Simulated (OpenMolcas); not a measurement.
Computed levels of 5s² 5p³ in ions with 51 electrons, in cm-1 above ⁴S°_3/2.

* Program: OpenMolcas
* Method: XMS-RASPT2, IPEA 0.25 Eh, imaginary shift 0.1 Eh
* Basis: ANO-RCC-VTZP
* Scalar Hamiltonian: DKH2, point nucleus
* Spin-orbit coupling: RASSI with atomic mean-field integrals over the reference wave functions, term energies averaged over their components

Active space for each ion: 5 electrons in 9 orbitals (RAS2 5s 5p; RAS3 5d, at most 2 electrons); closed shells correlated by CASPT2: 4d.

```json
{"Level": "²D°_3/2", "Te+": "11110", "Xe3+": "13530"}
{"Level": "²D°_5/2", "Te+": "12860", "Xe3+": "17140"}
{"Level": "²P°_1/2", "Te+": "21650", "Xe3+": "28470"}
{"Level": "²P°_3/2", "Te+": "24160", "Xe3+": "34390"}
```

Question: Estimate ²D°_3/2, ²D°_5/2 for I2+ from its neighbours Te+ and Xe3+.

Answer: ²D°_3/2 is another term, which grows about linearly with the charge: (11110 + 13530) / 2 = 12320. The calculation gives 12120, so the estimate is off by +1.7 %.
²D°_5/2 is another term, which grows about linearly with the charge: (12860 + 17140) / 2 = 15000. The calculation gives 14760, so the estimate is off by +1.6 %.

CASPT2 breaks the degeneracy within a term, and the mean is taken; among the terms shown or strongly mixed into the levels shown the widest spread is 69 cm-1 (5s² 5p³ ²D°, Xe3+). The run also gave levels led by 5s² 5p² 5d, which use shells meant for correlation; these and all levels above them are left out (holds for Te+; Xe3+). The run also gave levels led by 5s 5p³ 5d, 5s² 5p² 5d, which use shells meant for correlation; these and all levels above them are left out (holds for I2+). Only configurations of the active space appear.

° marks odd parity.
